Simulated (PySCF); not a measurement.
CH6GaNO2. Atoms are numbered in the order given.

```xyz
11

Ga     0.0154     0.3764     0.0000
N      0.7435    -1.2830     0.0000
C      0.0004    -2.5301     0.0000
H      1.7508    -1.3993     0.0000
H      0.2115    -3.1512    -0.8919
H      0.2115    -3.1512     0.8919
H     -1.0803    -2.3224     0.0000
O     -1.7667     0.5020     0.0000
H     -2.0779     1.4159     0.0000
O      0.9416     1.9108     0.0000
H      1.9004     1.8007     0.0000
```
Charge 0, spin multiplicity 1.

Geometry optimised at B3LYP-D3(BJ)/def2-SVP. The values are those of a single conformer.

Calculation: PySCF 2.14.0 with B3LYP-D3(BJ)/def2-SVP.

Frequencies are harmonic and unscaled.

```tsv
mode	ν (cm⁻¹)	IR (km/mol)	Raman (Å⁴/amu)	depolarisation	moving atoms (share of kinetic energy)
1	93	5.6	0.1	0.75	N 38 %, H 28 %, C 18 %, O 15 %
2	104	2.7	1.0	0.75	O 43 %, C 26 %, H 19 %, Ga 12 %
3	111	0.0	0.2	0.75	H 87 %
4	183	23.5	1.1	0.75	O 69 %, H 14 %, Ga 13 %
5	186	34.2	0.8	0.75	Ga 38 %, O 36 %, N 17 %, H 9 %
6	244	88.8	0.5	0.75	H 90 %, O 9 %
7	303	7.4	3.0	0.28	C 30 %, N 29 %, H 19 %, Ga 15 %
8	311	62.2	1.5	0.75	H 90 %, O 9 %
9	420	136.3	2.5	0.75	H 93 %
10	626	7.1	19.5	0.08	N 43 %, O 34 %, H 13 %
11	703	83.0	2.7	0.26	O 55 %, Ga 23 %, N 13 %
12	721	115.5	2.1	0.65	O 74 %, Ga 23 %
13	800	86.2	1.9	0.69	H 90 %
14	835	108.6	2.6	0.73	H 89 %, O 8 %
15	1090	4.7	2.3	0.73	H 85 %, C 11 %
16	1135	0.1	0.8	0.75	H 77 %, C 18 %
17	1140	111.2	4.9	0.52	N 47 %, C 37 %, H 16 %
18	1384	22.3	2.3	0.06	H 69 %, N 20 %, C 10 %
19	1455	23.5	12.0	0.60	H 86 %, C 14 %
20	1467	1.8	19.0	0.75	H 96 %
21	1495	5.2	26.8	0.68	H 96 %
22	2976	111.1	214.6	0.06	H 97 %
23	3024	52.2	162.2	0.75	H 90 %, C 10 %
24	3111	11.0	52.0	0.69	H 91 %, C 9 %
25	3603	11.1	102.6	0.24	H 93 %
26	3855	67.5	107.7	0.32	H 94 %
27	3856	43.9	122.9	0.24	H 94 %
```
